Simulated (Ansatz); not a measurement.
C3H11HfN (`[CH3][Hf]([CH3])([CH3])[NH2]`) from Hartree–Fock to CCSD(T)

```xyz
16

C     1.2406    1.5811   -0.9018
Hf    0.0706   -0.1512   -0.1438
C     0.6101   -0.5833    1.9722
C    -2.0926    0.3769   -0.1162
N     0.3337   -1.8144   -1.2738
H     0.5788    2.4121   -1.1802
H     1.9329    1.9611   -0.1390
H     1.8409    1.3379   -1.7876
H     0.1838    0.1774    2.6400
H     1.6973   -0.5708    2.1219
H     0.2494   -1.5575    2.3223
H    -2.2689    1.2448    0.5335
H    -2.4689    0.6364   -1.1132
H    -2.7210   -0.4393    0.2600
H    -0.0390   -2.7290   -1.0549
H     0.8524   -1.8821   -2.1395
```

The species carries charge 0 and has multiplicity 1. Correlated methods include outer-core shells of Hf, which these sets cover unevenly. Hf takes the def2 core potential. All single points use the PBE0-D4/def2-TZVP geometry. It is one conformer, not always the lowest. Frozen core, restricted reference, Ansatz 0.2.0.

```csv
basis,HF (Eh),MP2 corr.,CCSD corr.,(T),CCSD(T) total
def2-SVP,-221.82348,-0.84597,-0.90648,-0.02807,-222.75803
def2-TZVPP,-222.04602,-1.09195,–,–,–
def2-QZVPP,-222.05592,-1.18951,–,–,–
```
